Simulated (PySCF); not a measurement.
**Tin: a sound run and one with changed settings**

Sound run: Sn [Kr] 4d10 5s2 5p2, Sn⁺ [Kr] 4d10 5s2 5p1. Calculation: PySCF 2.14, in def2-SVP with the def2 core potential (28 electrons) (4s4p2d, 26 functions); a scalar-relativistic core potential. The sound run starts from symmetry-adapted Hartree-Fock orbitals and uses a fine grid where one is needed.

Changed run: initial guess atom, at most 5 SCF cycles. This setting is unsound on purpose.

```csv
species,method,sound run (hartree),changed run (hartree),converged
Sn,UHF,-213.33613,-213.33613,no
Sn,TPSS,-214.15705,-214.15705,no
Sn,BP86,-214.36448,-214.36448,no
Sn⁺,UHF,-213.08429,-213.08429,no
Sn⁺,TPSS,-213.89065,-213.89065,no
Sn⁺,BP86,-214.09323,-214.09323,no
```

The SCF was stopped early; the energies are upper bounds that still move, and correlated levels were skipped or rest on poor orbitals.
